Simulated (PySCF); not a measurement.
C2H6BFN2. Atoms are numbered in the order given.

```xyz
12

C      1.8918     0.6211    -0.0474
C      0.7901    -0.1292     0.1361
F      0.9573    -1.3863     0.6551
B     -0.7297     0.2244    -0.1666
N     -1.6763    -0.7912     0.1234
N     -1.0788     1.4953    -0.6978
H      1.8087     1.6355    -0.4623
H      2.8942     0.2453     0.2088
H     -1.3665    -1.6839     0.5034
H     -2.6817    -0.7155    -0.0150
H     -2.0343     1.7747    -0.9113
H     -0.3930     2.2190    -0.8976
```
Charge 0, spin multiplicity 1.

The structure is a stationary point at PBE-D3(BJ)/def2-SVP. The geometry has at least one imaginary mode, so it is a saddle point at that level. This is a generated structure with no PubChem entry under its InChIKey; it may be hypothetical. Other conformers were not sampled.

Level of theory: PySCF with PBE/def2-TZVP.

Gas-phase values at a fixed geometry.

```
Item                                                                                                            Value
---------------------------------------------------------------------------------------------  ----------------------
total energy                                                                                       -313.85002 hartree
highest occupied level                                                                                       -5.67 eV
lowest empty level                                                                                           -1.23 eV
orbital gap                                                                                                   4.45 eV
dipole moment                                                                                                  2.32 D
quadrupole, principal values (traceless, Buckingham form, about the centre of nuclear charge)   -9.94, 2.43, 7.51 D·Å
mean static polarisability                                                                       57.4 bohr³ (8.51 Å³)
polarisability, principal values                                                               38.5, 58.5, 75.3 bohr³
```
